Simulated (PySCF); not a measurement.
**What each rung costs, and what it gives**

Saddle point of SiH5SBr, singlet (SiH₃Br ([SiH3][Br]) + H₂S → SiH₄S ([SiH3][SH]) + HBr; bonds formed: Si1–S7, Br2–H6; bonds broken: Si1–Br2, H6–S7), PBE0-D4/def2-TZVP structure:

Si1  (-0.216, -0.144, -0.848)
Br2  (2.205, -0.727, 0.111)
H3  (-0.199, -1.504, -1.418)
H4  (0.476, 1.008, -1.459)
H5  (-1.664, 0.252, -0.989)
H6  (0.792, -0.049, 1.619)
S7  (-0.590, -0.082, 1.465)
H8  (-0.805, 1.246, 1.520)
(Å)

Barriers are electronic and count from the start structure reached by relaxing down the imaginary mode.

PySCF 2.14 with density fitting (its default auxiliary sets; JK sets also for MP2 and CCSD(T)); basis: as named in each row; cores frozen in the correlated methods. Filled d shells of the heavier atoms are correlated. The def2 sets are not built for correlating such inner shells, so the correlated values are less sure here. B3LYP uses VWN-RPA correlation. Extrapolation: Hartree–Fock as exp(−7.88 √X), correlation as X^−2.97.

Times are rough, for one single point on 4 threads of a shared host (Intel Xeon).

The estimate by CCSD(T) at an estimated basis limit (MP2 extrapolated from triple and quadruple zeta, plus CCSD(T) − MP2 in triple zeta) is 144.9 kJ/mol.

| method | basis | time (s) | barrier (kJ/mol) | method less estimate |
| --- | --- | --- | --- | --- |
| HF | STO-3G | 2 | 282.0 | 137.1 |
| B3LYP-D4 | 6-31G | 12 | 150.7 | 5.8 |
| SPW92 | def2-TZVPP | 13 | 88.1 | -56.8 |
| PBE-D4 | def2-SVP | 14 | 119.4 | -25.5 |
| PBE0-D4 | def2-SVP | 14 | 133.2 | -11.7 |
| MP2 | def2-QZVPP | 14 | 142.4 | -2.5 |
| BHLYP-D4 | def2-TZVPP | 18 | 150.2 | 5.3 |
| PBE0-D4 | def2-TZVPP | 19 | 125.1 | -19.7 |
| B3LYP-D4 | def2-TZVPP | 19 | 136.2 | -8.7 |
| PBE-D4 | def2-TZVPP | 20 | 111.3 | -33.6 |
| r2SCAN-D4 | def2-TZVPP | 35 | 124.6 | -20.3 |
| CCSD(T) | def2-SVP | 130 | 170.2 | 25.3 |
| wB97M-V | def2-TZVPP | 400 | 140.6 | -4.3 |
| CCSD(T) | def2-TZVPP | 710 | 151.3 | 6.5 |

All methods are single points on the PBE0-D4 structures.

No T1 diagnostic of these runs exceeds 0.011.

Labels in which every atom is bracketed show which atoms are joined, not bond orders.
